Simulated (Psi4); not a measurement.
C₂H₅N, charge -1, doublet, geometry from GFN2-xTB (a state made from the parent by changing its charge; the spin is typed, not shown lowest) (a gas-phase anion, which may not be bound at this level); CAM-B3LYP/cc-pVDZ (Psi4).

The Psi4 input:
```
memory 2 GB

molecule mol {
-1 2
C     1.069281   -0.359560    0.020874
N    -0.054568    0.367812    0.458481
C    -1.156070    0.242736   -0.362938
H     1.581013    0.069265   -0.888081
H     1.833448   -0.377720    0.817563
H     0.862421   -1.431850   -0.257947
H    -1.284566   -0.701054   -0.942611
H    -2.089610    0.567621    0.114086
}

set {
  basis cc-pvdz
  reference uks
  scf_type pk
  puream true
  d_convergence 1e-8
  dft_radial_points 99
  dft_spherical_points 590
}

energy('cam-b3lyp')
print_variables()
```

Output, abridged:

```
   => Loading Basis Set <=

    Name: CC-PVDZ
    Role: ORBITAL
    Keyword: BASIS

         ---------------------------------------------------------
                                   SCF
               by Justin Turney, Rob Parrish, Andy Simmonett
                          and Daniel G. A. Smith
                              UKS Reference
         ---------------------------------------------------------

  ==> Geometry <==

    Molecular point group: c1
    Full point group: C1

    Geometry (in Angstrom), charge = -1, multiplicity = 2:

       Center              X                  Y                   Z               Mass
    ------------   -----------------  -----------------  -----------------  -----------------
         C            1.090093552706    -0.402778298125    -0.005828443436    12.000000000000
         N           -0.033755447294     0.324593701875     0.431778556564    14.003074004430
         C           -1.135257447294     0.199517701875    -0.389640443436    12.000000000000
         H            1.601825552706     0.026046701875    -0.914783443436     1.007825032230
         H            1.854260552706    -0.420938298125     0.790860556564     1.007825032230
         H            0.883233552706    -1.475068298125    -0.284649443436     1.007825032230
         H           -1.263753447294    -0.744272298125    -0.969313443436     1.007825032230
         H           -2.068797447294     0.524402701875     0.087383556564     1.007825032230

  Running in c1 symmetry.

  Rotational constants: A =      1.59479  B =      0.35266  C =      0.30800 [cm^-1]
  Rotational constants: A =  47810.56912  B =  10572.61842  C =   9233.61061 [MHz]
  Nuclear repulsion =   70.714691003781994

  Charge       = -1
  Multiplicity = 2
  Electrons    = 25
  Nalpha       = 13
  Nbeta        = 12

  ==> Algorithm <==

  SCF Algorithm Type is PK.
  DIIS enabled.
  MOM disabled.
  Fractional occupation disabled.
  Guess Type is SAD.
  Energy threshold   = 1.00e-06
  Density threshold  = 1.00e-08
  Integral threshold = 1.00e-12

  ==> Primary Basis <==

  Basis Set: CC-PVDZ
    Blend: CC-PVDZ
    Number of shells: 33
    Number of basis functions: 67
    Number of Cartesian functions: 70
    Spherical Harmonics?: true
    Max angular momentum: 2

  ==> DFT Potential <==

   => LibXC <=

    Version 7.1.2
    S. Lehtola, C. Steigemann, M. J. T. Oliveira, and M. A. L. Marques,  SoftwareX 7, 1–5 (2018) (10.1016/j.softx.2017.11.002)

   => Composite Functional: CAM-B3LYP <=

    CAM-B3LYP Hyb-GGA Exchange-Correlation Functional

    T. Yanai, D. P. Tew, and N. C. Handy,  Chem. Phys. Lett. 393, 51 (2004) (10.1016/j.cplett.2004.06.011)

    Deriv               =              1
    GGA                 =           TRUE
    Meta                =          FALSE

    Exchange Hybrid     =           TRUE
    MP2 Hybrid          =          FALSE

   => Exchange Functionals <=

    0.3500         Becke 88 [omega = 0.3300]
    0.4600   Short-range recipe for B88 functional - erf [omega = 0.3300]

   => Exact (HF) Exchange <=

    0.4600            HF,LR [omega = 0.3300]
    0.1900               HF

   => Correlation Functionals <=

    0.1900   Vosko, Wilk & Nusair (VWN5)
    0.8100   Lee, Yang & Parr

   => LibXC Density Thresholds  <==

    XC_HYB_GGA_XC_CAM_B3LYP:  1.00E-14

   => Molecular Quadrature <=

    Radial Scheme          =       TREUTLER
    Pruning Scheme         =           NONE
    Nuclear Scheme         =       TREUTLER

    Blocking Scheme        =         OCTREE
    BS radius alpha        =              1
    Pruning alpha          =              1
    Radial Points          =             99
    Spherical Points       =            590
    Total Points           =         443259
    Total Blocks           =           3182
    Max Points             =            256
    Max Functions          =             67
    Weights Tolerance      =       1.00E-15

  ==> Integral Setup <==

  Using in-core PK algorithm.
[...]
    Total      67      67
   -------------------------

  ==> Iterations <==

                        Total Energy        Delta E     RMS |[F,P]|

   @UKS iter SAD:  -133.09732839761330   -1.33097e+02   0.00000e+00
   @UKS iter   1:  -133.47189797039562   -3.74570e-01   1.11193e-02 ADIIS/DIIS
   @UKS iter   2:  -133.37903068102617    9.28673e-02   1.32450e-02 ADIIS/DIIS
   @UKS iter   3:  -133.78768536996307   -4.08655e-01   2.13182e-03 ADIIS/DIIS
   @UKS iter   4:  -133.79563100752608   -7.94564e-03   7.22335e-04 ADIIS/DIIS
   @UKS iter   5:  -133.79676861212982   -1.13760e-03   1.04238e-04 ADIIS/DIIS
   @UKS iter   6:  -133.79680589021154   -3.72781e-05   6.26171e-05 DIIS
   @UKS iter   7:  -133.79681957155748   -1.36813e-05   1.83301e-05 DIIS
   @UKS iter   8:  -133.79682305338537   -3.48183e-06   7.45687e-06 DIIS
   @UKS iter   9:  -133.79682360570737   -5.52322e-07   2.31490e-06 DIIS
   @UKS iter  10:  -133.79682364835477   -4.26474e-08   7.45045e-07 DIIS
   @UKS iter  11:  -133.79682365308267   -4.72789e-09   2.08935e-07 DIIS
   @UKS iter  12:  -133.79682365361495   -5.32282e-10   5.03323e-08 DIIS
   @UKS iter  13:  -133.79682365366034   -4.53895e-11   1.88023e-08 DIIS
   @UKS iter  14:  -133.79682365366594   -5.59908e-12   8.41886e-09 DIIS
  Energy and wave function converged.

  ==> Post-Iterations <==

   Electrons on quadrature grid:
      Nalpha   =   13.0000002855 ; deviation = 2.855e-07
      Nbeta    =   12.0000002399 ; deviation = 2.399e-07
      Ntotal   =   25.0000005253 ; deviation = 5.253e-07

   @Spin Contamination Metric:   3.885378915E-03
   @S^2 Expected:                7.500000000E-01
   @S^2 Observed:                7.538853789E-01
   @S   Expected:                5.000000000E-01
   @S   Observed:                5.000000000E-01

    Orbital Energies [Eh]
    ---------------------

    Alpha Occupied:

[...]
      13A      0.075658

    Alpha Virtual:

[...]
    Beta Occupied:

[...]
    Beta Virtual:

[...]
      67A      3.139979

    Final Occupation by Irrep:
              A
    DOCC [    12 ]
    SOCC [     1 ]
    NA   [    13 ]
    NB   [    12 ]

  @UKS Final Energy:  -133.79682365366594

   => Energetics <=

    Nuclear Repulsion Energy =             70.7146910037819936
    One-Electron Energy =                -325.7264377368828150
    Two-Electron Energy =                 135.4351648048928496
    DFT Exchange-Correlation Energy =     -14.2202417254579636
    Empirical Dispersion Energy =           0.0000000000000000
    VV10 Nonlocal Energy =                  0.0000000000000000
    Total Energy =                       -133.7968236536659390

  UHF NO Occupations:
  HONO-2 :   11  A 1.9997527
  HONO-1 :   12  A 1.9986583
  HONO-0 :   13  A 1.0000000
  LUNO+0 :   14  A 0.0013417
  LUNO+1 :   15  A 0.0002473
  LUNO+2 :   16  A 0.0001815
  LUNO+3 :   17  A 0.0000691

Computation Completed

Properties will be evaluated at   0.000000,   0.000000,   0.000000 [a0]

Properties computed using the SCF density matrix

 Multipole Moments:

 ------------------------------------------------------------------------------------
     Multipole            Electronic (a.u.)      Nuclear  (a.u.)        Total (a.u.)
 ------------------------------------------------------------------------------------

 L = 1.  Multiply by 2.5417464519 to convert [e a0] to [Debye]
 Dipole X            :         -0.3213911            0.9439130            0.6225219
 Dipole Y            :          1.5530175           -1.9600942           -0.4070767
 Dipole Z            :          1.3074301           -1.2110605            0.0963696
 Magnitude           :                                                    0.7500213

 ------------------------------------------------------------------------------------

  Variable Map:
  ----------------------------------------------------------------------------
[...]
  Array Variable Map:
  ----------------------------------------------------------------------------
[...]
[...]
```
